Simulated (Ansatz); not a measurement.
`[SiH3]/C=C/Cl`, relaxed with RKS PBE0-D4/def2-TZVP in Ansatz 0.2.0 from a PBE-D4/def2-SVP geometry. The force threshold is 0.005 eV/Å; the program also tests the step.

Total charge 0; spin multiplicity 1.

Start:

```xyz
9

Si   -1.361    0.011    0.140
C     0.475   -0.181    0.466
C     1.398    0.102   -0.474
Cl    3.114   -0.054   -0.236
H    -1.552    0.497   -1.272
H    -2.077   -1.301    0.316
H    -1.973    1.002    1.094
H     0.827   -0.535    1.452
H     1.150    0.460   -1.486
```

Question: By how much does the energy fall, and how many steps does the optimiser take? (Best estimate.)

Answer: The calculation gave: 0.99 kcal/mol, in 6 steps.

Question: Which bonds change most? (An estimate is asked.)

Answer: Computed: C2–C3 from 1.347 to 1.325 Å; Si1–H7 from 1.506 to 1.487 Å; Si1–H6 from 1.506 to 1.487 Å; C3–H9 from 1.103 to 1.084 Å.

Question: Give the relaxed structure. (An estimate is asked.)

Answer: The calculation gave: 
```xyz
9

Si   -1.345    0.013    0.135
C     0.473   -0.179    0.467
C     1.373    0.099   -0.466
Cl    3.075   -0.053   -0.239
H    -1.525    0.496   -1.259
H    -2.047   -1.287    0.305
H    -1.948    0.988    1.081
H     0.821   -0.525    1.437
H     1.124    0.448   -1.461
```
